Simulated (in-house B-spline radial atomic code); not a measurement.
Atomic self-consistent-field run: Ba5+ (an excited or competing configuration). Level of theory: scalar-relativistic (X2C) revTPSS, spin-polarised, spherical fractional occupations, Fermi nucleus of rms radius 4.8378 fm; calculated with an all-electron radial atomic-structure program (B-spline basis).

Command:
```bash
python run_scf.py task.json out
```
Settings (nuclear radius in fm, mass in u):
```
Z                56
configuration    [Ar] 3d9 4s2 4p6 4d10 5s2 5p3 6p1
hamiltonian      x2c
method           revtpss,revtpss
spin_polarised   True
nucleus          fermi
rms_radius       4.8378
atomic_mass      137.90525
speed_of_light   137.035999084
```

Output (hartree, bohr):
```
 radial grid: 71 intervals, B-splines of order 8, outer radius 33.6842 bohr

 iter        energy (Eh)    residual
    1       -8097.712311    8.88e-02
    2       -8097.716317    2.19e-03
    3       -8097.716390    7.83e-04
    4       -8097.716394    3.58e-04
    5       -8097.716395    5.56e-05
    6       -8097.716395    1.59e-05
    7       -8097.716395    3.93e-06
    8       -8097.716395    5.65e-07
    9       -8097.716395    4.51e-08

 total energy                     -8097.71640
 kinetic                            8649.4629
 electron-nucleus                 -19542.9348
 Hartree                            2990.0817
 exchange-correlation               -194.3262

 orbital      occ     eigenvalue          <r>       <r^2>       <1/r>       r_max
 1s up      1.000     -1371.9319    0.0249301 0.000853542     64.1317     0.01566
 1s down    1.000     -1371.9225    0.0249299 0.000853533      64.132     0.01566
 2s up      1.000      -220.6001     0.109117   0.0141073     14.6556     0.09271
 2s down    1.000      -220.5119     0.109088   0.0140999     14.6605     0.09269
 2p up      3.000      -198.3386    0.0958476   0.0112273     13.3566     0.07428
 2p down    3.000      -198.2636    0.0958192   0.0112204       13.36     0.07426
 3s up      1.000       -49.5019     0.289645   0.0959772     5.24476      0.2653
 3s down    1.000       -49.3817       0.2898   0.0960775     5.24004      0.2653
 3p up      3.000       -42.3469     0.287276   0.0957382     4.85833      0.2592
 3p down    3.000       -42.2224     0.287481   0.0958728     4.85356      0.2593
 3d up      5.000       -32.0188     0.263555   0.0818464     4.57891      0.2136
 3d down    4.000       -31.8721     0.263847   0.0820451     4.57497      0.2137
 4s up      1.000       -11.8182     0.662007    0.494309       2.163      0.6167
 4s down    1.000       -11.7874     0.662805     0.49528     2.15852      0.6177
 4p up      3.000        -9.4583     0.698969    0.555203     1.97553      0.6422
 4p down    3.000        -9.4278     0.699264    0.555217     1.97285      0.6434
 4d up      5.000        -6.0116     0.767377    0.681934     1.72462      0.6743
 4d down    5.000        -5.9729      0.76514    0.676703     1.72741      0.6756
 5s up      1.000        -3.4449      1.49011      2.4711    0.896453       1.393
 5s down    1.000        -3.2836      1.48801     2.47195     0.90366       1.384
 5p up      3.000        -2.7785      1.64091     3.00645    0.801523       1.522
 6p up      1.000        -1.2547      3.29549     11.9981     0.39378       3.229
```

Time taken, with all properties: 0.36 s on 1 thread of Intel(R) Xeon(R) Platinum 8259CL CPU @ 2.50GHz (shared host).

One-electron X2C: radii and densities carry no picture-change correction, so inner-shell <1/r> comes out high (for 1s by about 2 % at Z = 33, 5 % at 54, 10 % at 75, 30 % at 118) and <r> low.
